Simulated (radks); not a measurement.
Ionisation of the tantalum ion Ta+, [Xe] 4f14 5d3 6s1, to [Xe] 4f14 5d3 as the strength of local exchange is varied. Calculated with a radial shooting solver on a logarithmic mesh with Libxc functionals: scalar-relativistic Kohn-Sham, Slater X-alpha exchange (alpha = 2/3 is LDA exchange), no correlation, spin-unpolarised, spherical densities, point nucleus.

alpha  E(Ta+) (hartree)  exchange (hartree)  IE (eV)  -e of the level emptied (eV)  <r> of it (bohr)
0.667       -15587.7036           -298.2904   14.284                   10.900 (6s)             3.093
0.711       -15607.4890           -318.4041   14.580                   11.186 (6s)             3.066
0.724       -15613.3399           -324.3570   14.668                   11.271 (6s)             3.059
0.745       -15622.7963           -333.9832   14.812                   11.410 (6s)             3.046
0.792       -15643.9831           -355.5716   15.135                   11.724 (6s)             3.018
0.854       -15671.9788           -384.1434   15.566                   12.145 (6s)             2.983
0.964       -15721.7808           -435.0962   16.348                   12.912 (6s)             2.920

NIST Atomic Spectra Database: 16.2 +/- 0.5 eV (semi-empirical). The Delta-SCF value meets it near alpha = 0.94. Spin polarisation and multiplet splitting are left out, so open shells lie too high by an amount that depends on their filling. Spin-orbit splitting is averaged out at the scalar-relativistic level.

Beside tabulated values, note that spin-unpolarised runs miss the spin-polarisation part of the exchange energy of open shells.
